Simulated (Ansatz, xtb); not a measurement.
# Relative energy of two isomers of C3H5F3Se

Structure I: `CC[Se]C(F)(F)F`, a singlet. Structure II: `FC(F)(F)CC[SeH]`, a singlet. Both are isolated molecules in the gas phase, relaxed with PBE-D3(BJ)/def2-SVP; each stands in its lowest conformer found.

Quicker runs give these differences E(II) − E(I): GFN2-xTB −14.8 kJ/mol; HF/STO-3G +7.0 kJ/mol (at GFN2-xTB geometries); r2SCAN-D4/def2-SVP −40.7 kJ/mol (at GFN2-xTB geometries).

Task: Which of the two would you expect CCSD(T)/def2-SVP + ΔMP2/def2-TZVPP electronic energies to favour?

Result: Structure II; the calculation gives E(II) − E(I) = −40.7 kJ/mol.

The same difference at several levels:

```tsv
level	geometry	E(II) − E(I) (kJ/mol)	departure from the last row (kJ/mol)	job, with rough time for the two
GFN2-xTB	GFN2-xTB	−14.8	+25.9	optimisation, 0.14 s
HF/STO-3G	GFN2-xTB	+7.0	+47.7	single point, 0.4 s
r2SCAN-D4/def2-SVP	GFN2-xTB	−40.7	+0.1	single point, 3.3 s
PBE-D3(BJ)/def2-SVP	PBE-D3(BJ)/def2-SVP	−34.8	+5.9	optimisation, 18 s
HF/def2-SVP	PBE-D3(BJ)/def2-SVP	−67.0	−26.3	part of the CCSD(T) run
MP2/def2-SVP	PBE-D3(BJ)/def2-SVP	−53.7	−13.0	part of the CCSD(T) run
CCSD(T)/def2-SVP	PBE-D3(BJ)/def2-SVP	−54.8	−14.1	single point
CCSD(T)/def2-SVP + ΔMP2/def2-TZVPP	PBE-D3(BJ)/def2-SVP	−40.7		single point, 87 s
```

As drawn, II has 1 C–C, 1 Se–H in place of 1 C–Se, 1 C–H.

HF/STO-3G puts the two in the other order. The largest departure from CCSD(T)/def2-SVP + ΔMP2/def2-TZVPP is that of HF/STO-3G, 47.7 kJ/mol. The last row adds to CCSD(T) the change of the MP2 difference between the two basis sets, here +14.1 kJ/mol, a large step that makes the value less sure.

With thermal terms from frequencies at re-optimised GFN2-xTB minima (ideal gas, soft modes damped towards free rotors, one conformer each, 298.15 K, 1 atm): the zero-point term adds −7.0 kJ/mol; ΔH is −48.7 and ΔG −48.4 kJ/mol.

The correlated steps freeze 15 core orbitals; the filled d shell of Se is correlated, in a basis made for valence electrons. Codes used: Ansatz 0.2.0, xtb 6.7.1; the last row on 4 threads of Arm Neoverse V2 on a shared host.
